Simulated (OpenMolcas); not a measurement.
Predicting a hybrid from its neighbours: YCl3 (yttrium trichloride)

The species is YCl3 (4 atoms), meant as a singlet with charge 0. SMILES: `[Cl][Y]([Cl])[Cl]`. Geometry: relaxed at PBE0-D4/def2-TZVP.

The vertical ionisation energy (to the doublet cation) y, in eV, basis def2-SVP with a core potential; a is the functional's share of exact exchange. Programs: OpenMolcas 26.06.

| functional | program | a | y (eV) |
| --- | --- | --- | --- |
| BLYP | OpenMolcas | 0 | 10.15 |
| revPBE | OpenMolcas | 0 | 10.36 |
| B3LYP | OpenMolcas | 0.2 | ? |
| PBE0 | OpenMolcas | 0.25 | 11.03 |
| BHLYP | OpenMolcas | 0.5 | 11.39 |

Fit y = c + s·a to the known rows and predict B3LYP.


1. Means of the 4 rows: a = 0.1875, y = 10.732.
2. Σ(Δa)² = 0.17188, Σ(Δa·Δy) = 0.40313, so the slope is 0.40313/0.17188 = 2.3454.
3. Intercept: 10.732 − (2.3454) × 0.1875 = 10.292. The largest residual of the fit is 0.15.
4. B3LYP: 10.292 + (2.3454) × 0.2 = 10.76 eV.

The run gave 10.83 eV, so the prediction is off by -0.07 eV, within the scatter of the fit. The rows mix families of semi-local functionals, which the line can't see. Spin-orbit coupling is left out.
